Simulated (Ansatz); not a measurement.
**CH2FI: where a starting geometry ends**

The starting geometry of this gas-phase singlet was optimised with GFN2-xTB.

```tsv
atom	x (Å)	y (Å)	z (Å)
C	0.2182	-0.5693	-0.7312
F	0.5397	0.4163	-1.6195
I	-1.4474	0.2233	0.4988
H	-0.3989	0.6532	1.6315
H	-0.2868	-1.3422	-1.3408
```

**Question.** Predict what becomes of its bonds when it is optimised with B3LYP-D4/def2-TZVP.

**Answer.** It loosens into CHF + HI, which stay close as a complex. Contacts that open: C1–I3 (2.22 → 2.91 Å).

The energy falls by 0.32 eV over 11 steps:

```
step  E − E(last) (eV)
   1             0.322
   2             0.303
   3             0.059
   4             0.028
   5             0.007
   7             0.000
   8             0.000
   9             0.000
  10             0.000
  11             0.000
```

Final geometry (Å):

```xyz
5

C     0.4793   -0.6068   -0.9077
F     0.6175    0.3172   -1.8489
I    -1.7069    0.3444    0.7642
H    -0.4980    0.6357    1.7937
H    -0.2672   -1.3094   -1.3625
```

No frequencies were run, so the end isn't proven a minimum. Atoms past krypton carry core potentials, without spin–orbit terms. Run with Ansatz 0.2.0, 16 s on 2 threads of Intel(R) Xeon(R) Platinum 8488C (Sapphire Rapids) (shared host).
